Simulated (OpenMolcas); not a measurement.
Tb3+ with its 6 nearest fluoride ions at 2.214 Å, on the Y site of Cs2NaYF6 (a = 9.075 Å, distance in the model lattice 2.178 Å). The rest of the host is ab initio model potentials to 7.6 Å, with orthogonalisation functions on the cations behind the ligands, and point charges beyond; the distance is set by hand and nothing relaxes. Ligand basis ANO-RCC-VDZP.

| Item | Value |
| --- | --- |
| Program | OpenMolcas 26.06 |
| Method | CASSCF |
| Basis | ANO-RCC-VDZP [7s6p4d2f1g] |
| Scalar Hamiltonian | DKH2, point nucleus |
| Active space | 8 electrons in 7 orbitals (4f) |
| State averaging | 2S+1 = 7 even, 7 roots; 2S+1 = 5 even, 62 roots kept (CI in the orbitals of an earlier block); 2S+1 = 3 even, 3 roots kept (CI in the orbitals of an earlier block, 0 in the spin-orbit step) |
| Spin-orbit coupling | RASSI with atomic mean-field integrals over the reference wave functions |

Question: What is the spin-free ground state (labels of O, the rotations of Oh)?

Answer: 7A2, 1-fold in its orbital part, 100 % from free-ion F terms; it has the highest spin that f8 allows.

Question: Where is the first state of the same spin?

Answer: 7T2 at 443 cm-1 above the ground state.

Question: What are the lowest two levels with spin-orbit coupling?

Answer: A 1-fold level A1, then a 3-fold level T1 47.2 cm-1 above it. Their leading multiplicities are 7 (97 %) and 7 (97 %).

Question: What is χT at 300 K, and how does it compare with the textbook value?

Answer: Hund's rules give f8 the level 7F6 with g = 1.500, so an isolated free-ion multiplet has χT = g² J(J+1) / 8 = 11.812 cm3 K/mol. The computed 11.410 at 300 K differs by -3 %, through the field's splitting, the mixing of terms and any other multiplet in reach.

High states are left out of the spin-orbit mixing, which shifts the levels that they would mix with. Without dynamic correlation the ligand-field splitting of an f shell can come out too small, at times by half. The first state left out of the spin-orbit step lies near 46000 cm-1 above the lowest spin-free state of the reference (among the parities and spins computed), and the lists stop at four fifths of that energy or lower. No measured value stands beside these numbers; the geometry was set by hand and not optimised.
